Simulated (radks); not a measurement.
Species: Nd+. Configuration: [Xe] 4f4 6s1 (the NIST ground configuration). Calculated with a radial shooting solver on a logarithmic mesh with Libxc functionals: Dirac Kohn-Sham, PBE, spin-unpolarised, spherical densities, finite nucleus; open shells are shared between the two j in proportion to 2j + 1; Fermi nuclear charge, rms radius 4.9123 fm.

X-ray form factor f0, the Fourier transform of the density (f0(0) = 59):

sin(theta)/lambda (1/angstrom)  f0 (electrons)
0.05                                    57.939
0.1                                     55.321
0.15                                    52.054
0.2                                     48.629
0.25                                    45.277
0.3                                     42.151
0.4                                     36.810
0.5                                     32.529
0.6                                     28.960
0.8                                     23.354
1                                       19.533
1.25                                    16.497
1.5                                     14.293
2                                       10.473
